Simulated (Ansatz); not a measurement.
`O/C([SiH3])=C\Cl` + `C#CC(=C)O` → `C#CC(=C)[SiH3]` + `OC(O)=CCl`  (formal exchange of groups at the Si–C bond)

Program: Ansatz. Geometries: PBE0-D4/def2-TZVP. ΔE: electronic, gas phase. CCSD(T)/CBS adds triple-zeta CCSD(T) − MP2 to the extrapolated MP2 energy (def2 sets, frozen cores). DFT in def2-TZVPP. B3LYP here is the variant with VWN-RPA as its local correlation; programs differ in this. One conformer a species, not always the lowest.

```csv
level,ΔE (kcal/mol)
B3LYP-D4,-3.4
ωB97X-V,-4.4
CCSD/def2-TZVPP,-4.3
MP2/CBS(def2),-3.7
```

Task: What does CCSD(T)/CBS give? (Best estimate.)

Result: Computed: -3.4 kcal/mol. The listed levels differ from it by 0.0, -1.0, -0.9, -0.3 kcal/mol.

Largest T1 diagnostic among the species: 0.013.

From PBE to PBE0 (25 % exact exchange), in def2-TZVPP and without D4, ΔE moves by −1.7 kcal/mol. In def2-TZVPP, CCSD(T) changes the Hartree–Fock value by +3.2 kcal/mol (the triples alone add +0.6 kcal/mol) and MP2 by +2.9 kcal/mol.
